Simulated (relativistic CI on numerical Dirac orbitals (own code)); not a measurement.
**How well does a small relativistic CI reproduce Zr IV?**

Method of calculation: Dirac-Coulomb-Breit CI, separate exchange-only KLI orbitals for each configuration, model QED, valence Slater integrals scaled by 0.85, configuration energies shifted to the measured levels that pair with them (semi-empirical) (own radial code, finite nucleus).

Configurations in the expansion (outside the closed core [Ar] 3d10): 4s²4p⁶4d, 4s²4p⁶5s, 4s²4p⁶5p, 4s²4p⁶5d, 4s²4p⁶6s, 4s²4p⁶4f, 4s²4p⁶6p, 4s²4p⁶6d, 4s²4p⁶7s, 4s²4p⁶5f, 4s²4p⁶5g, 4s²4p⁶7p, 4s²4p⁶6f, 4s²4p⁶8s, 4s²4p⁵4d², 4s²4p⁴4d³, 4s²4p⁵4d4f, 4s4p⁶4d², 4s²4p⁵4d5s. Levels of other configurations are missing.

```tsv
Configuration	Term (tabulated)	J	Measured (cm⁻¹)	Computed	Error	Purity (%)
4s²4p⁶4d	2D	3/2	0.0	0	0	98
4s²4p⁶4d	2D	5/2	1250.7	1150	-100	98
4s²4p⁶5s	2S	1/2	38258.3	38258	0	100
4s²4p⁶5p	2P°	1/2	81976.5	82036	60	100
4s²4p⁶5p	2P°	3/2	84461.4	84402	-60	100
4s²4p⁶5d	2D	3/2	146652.4	146657	5	100
4s²4p⁶5d	2D	5/2	147002.5	146998	-4	100
4s²4p⁶6s	2S	1/2	152513.0	152513	0	100
4s²4p⁶4f	2F°	5/2	159066.8	159069	2	98
4s²4p⁶4f	2F°	7/2	159086.9	159085	-2	98
4s²4p⁶6p	2P°	1/2	169809.7	169846	37	100
4s²4p⁶6p	2P°	3/2	170815.1	170778	-37	100
4s²4p⁶6d	2D	3/2	197765.1	197769	4	100
4s²4p⁶6d	2D	5/2	197930.4	197927	-4	100
4s²4p⁶7s	2S	1/2	200123.7	200124	0	100
4s²4p⁶5f	2F°	5/2	201114.1	201111	-4	97
4s²4p⁶5f	2F°	7/2	201162.6	201166	4	97
4s²4p⁶5g	2G	7/2	206864.4	206864	0	100
4s²4p⁶5g	2G	9/2	206864.7	206865	0	100
4s²4p⁶7p	2P°	1/2	208783.4	208801	18	100
4s²4p⁶7p	2P°	3/2	209297.7	209280	-18	100
4s²4p⁶6f	2F°	5/2	224419.9	224421	1	96
4s²4p⁶6f	2F°	7/2	224488.1	224487	-1	96
4s²4p⁶8s	2S	1/2	224813.5	224813	0	100
```

Measured levels from measured levels as listed in Rauch et al., Astron. Astrophys. 599, A142 (2017); pairs were made by configuration, J and term (by order where the table uses no LS term), so strongly mixed levels may be paired wrongly.

Mean error by configuration (cm⁻¹): 4s²4p⁶4d -100; 4s²4p⁶5s 0; 4s²4p⁶5p 0; 4s²4p⁶5d 0; 4s²4p⁶6s 0; 4s²4p⁶4f 0; 4s²4p⁶6p 0; 4s²4p⁶6d 0; 4s²4p⁶7s 0; 4s²4p⁶5f 0; 4s²4p⁶5g 0; 4s²4p⁶7p 0; 4s²4p⁶6f 0; 4s²4p⁶8s 0. Over the excited levels the mean absolute error is 16 cm⁻¹ (23 of the 31 excited levels that our extract of the source holds in range could be paired, and the others can miss by more), and the median relative error of those above 1,000 cm⁻¹ is 0.0018 %, both after the shifts were fitted to these levels, so that a configuration with one level shows no error.

Configurations whose levels could be paired with our table of measured levels were shifted onto them, all but the ground configuration, by the median error of their levels; single terms can still be off by 1,000 to 2,000 cm⁻¹ or more, and rates follow the energies as ν³ (E1, M1) or ν⁵ (E2). The others borrow a shift and can be off by several thousand cm⁻¹ or more. The fine structure of a lone outer electron comes out too small, for d and f at times inverted, and misplaced configurations move strength between like terms. 23 of the 31 excited levels that our extract of the measured tables holds in this range could be paired (the sources list more); they are missed by 16 cm⁻¹ on average and 100 at most, after the shifts were fitted to these levels, and levels without a partner can miss by more.

Shifts applied (cm⁻¹): 4s²4p⁶4d 0; 4s²4p⁶5s -16014; 4s²4p⁶5p -13496; 4s²4p⁶5d -12689; 4s²4p⁶6s -12949; 4s²4p⁶4f -17018; 4s²4p⁶6p -12651; 4s²4p⁶6d -12846; 4s²4p⁶7s -12372; 4s²4p⁶5f -15405; 4s²4p⁶5g -13963; 4s²4p⁶7p -12320; 4s²4p⁶6f -14688; 4s²4p⁶8s -12349.
